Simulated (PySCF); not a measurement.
Simulated outer-valence photoelectron spectrum of `[BH3-][AsH3+]`. Theory: EOM-IP-CCSD/aug-cc-pVDZ in PySCF, restricted Hartree–Fock reference, frozen core, non-relativistic, gas phase, PBE0-D3(BJ)/def2-SVP geometry.

Each root has a Gaussian of 0.5 eV full width with its one-hole share as area; cross sections and vibrations are left out, and the highest printed point is 100.

(ionisation energy (eV), intensity): (10.4, 0), (10.6, 6), (10.8, 36), (11.0, 92), (11.2, 100), (11.4, 46), (11.6, 9), (11.8, 1), (12.0, 0), (12.2, 0), (12.4, 0), (12.6, 0), (12.8, 0), (13.0, 0), (13.2, 0), (13.4, 0), (13.6, 0), (13.8, 2), (14.0, 15), (14.2, 51), (14.4, 71), (14.6, 41), (14.8, 10), (15.0, 1), (15.2, 0), (15.4, 0), (15.6, 0), (15.8, 0), (16.0, 0), (16.2, 1), (16.4, 5), (16.6, 20), (16.8, 33), (17.0, 23), (17.2, 6), (17.4, 1)

Problem. Where are the maxima, and how many lines lie under the curve?

Solution. 3 maxima, at 11.1, 14.4 and 16.8 eV, from 4 lines (6 roots with degenerate partners counted). At this width some lines have no maximum of their own.

Problem. List the lines with their holes.

Solution. 
```csv
E (eV),leading hole (HF orbital),area,Koopmans (eV)
11.06,HOMO,0.96,11.50
11.15,HOMO-1/HOMO-2,1.90,11.92
14.38,HOMO-3/HOMO-4,1.88,15.07
16.81,HOMO-5,0.88,18.64
```

The widest gap, 3.23 eV, lies between 11.15 and 14.38 eV. Only orbitals with −ε under 21 eV, eight at most, were ionised, so the high end of the curve may lack lines.
